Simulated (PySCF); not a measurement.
**Correlation energy of F⁺ (fluorine, charge +1)**

[He] 2s2 2p4, high-spin 3P determinant. Computed with PySCF 2.14 in cc-pVDZ (3s2p1d, 14 functions), with no relativity, point nucleus. Frozen: 1s2; 6 electrons correlated.

MP2 pair energies summed by pair of shells (mhartree):

```
 pair  energy  share (%)
2p-2p  -46.97       47.7
2s-2p  -44.15       44.8
2s-2s   -7.40        7.5
```

Total MP2 correlation energy: -98.53 mhartree.

Same-spin part -24.28 and opposite-spin part -74.25 mhartree; SCS-MP2 scales them by 1/3 and 6/5 to -97.19 mhartree.

```csv
level,correlation energy (mhartree)
CCSD,-112.35
(T),-0.78
CCSD(T),-113.13
```

Diagnostics: T1 = 0.0035, D1 = 0.0058, largest double amplitude 0.042.

Is a single reference adequate?

Yes: T1 lies below 0.03 and no double amplitude reaches 0.07.
